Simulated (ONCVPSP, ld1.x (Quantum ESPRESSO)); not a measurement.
## Potentials for zirconium (Zr) compared

Generated with ld1.x 7.5 (TM, RRKJ, ultrasoft, PAW), atompaw 4.2 or ONCVPSP 4.0.1. The cutoff is in Ry: for ld1.x and atompaw files where the sum of valence levels is converged to 10 mRy in a Bessel basis, for ONCV files where the hardest occupied wave has 1 mHa per electron of residual kinetic energy. The error is the largest all-electron minus pseudo excitation energy over each file’s own four to seven test configurations (ionisations up to +4, promotions, holes and added fractions of an electron), all of which were solved. The labels leave out finer settings (local radius, basis sizes, second energies), which also bear on the numbers. Spin-polarised tests are not counted. The rows are a selection from randomly drawn settings: files with unsolved tests, undetermined cutoffs or missed reference levels are left out.

A true bound ghost makes a file unfit for plane-wave use even where its test errors are small: the radial tests pick states by their node count and pass the ghost by.

| potential | cutoff (Ry) | largest error (meV) | bound ghosts |
| --- | --- | --- | --- |
| ONCV, LDA (Perdew-Zunger), scalar-relativistic, rc 2.10/1.85/2.25 (spd), local smoothed, core correction yes, reference 4s2 4p6 4d2 5s2, qcut 6.2/6.6/6.1, projectors 2/2/2 | 26 | -8.0 | none |
| ONCV, PBE, scalar-relativistic, rc 2.20/1.50/2.30 (spd), local smoothed, core correction yes, reference 4s2 4p6 4d2 5s2, qcut 4.5/6.2/6.3, projectors 2/2/1 | 35 | -19 | none |
| ONCV, PW91, non-relativistic, rc 3.45/2.90/2.35 (spd), local smoothed, core correction yes, reference 4d2 5s1.5, qcut 2/2.4/6.3, projectors 2/2/2 | 26 | -514 | s |
| ONCV, PBEsol, scalar-relativistic, rc 2.10/2.05/3.00/2.90 (spdf), local smoothed, core correction yes, reference 4s2 4p6 4d2 5s1, qcut 4.6/7.9/5.5/3.8, projectors 2/2/3/2 | 20 | +39 | none |
| ONCV, PBE, scalar-relativistic, rc 1.65/1.45/2.80 (spd), local smoothed, core correction yes, reference 4s2 4p6 4d2 5s2, qcut 8.1/4.9/4.5, projectors 2/2/2 | 44 | +45 | none |

Fill in the row for Zr: TM, PBE, scalar-relativistic, rc 2.75/3.25/2.10 (spd), local p, core correction yes, reference 4d2 5s1.75 5p0.

cutoff 30 Ry, largest error -118 meV, bound ghosts: none.

Fill in the row for Zr: ONCV, PW91, fully relativistic, rc 1.70/2.30/2.80 (spd), local smoothed, core correction no, reference 4s2 4p6 4d2 5s1.5 5p0.5, qcut 6.1/7.5/5.7, projectors 2/2/2.

cutoff 31 Ry, largest error -110 meV, bound ghosts: none.
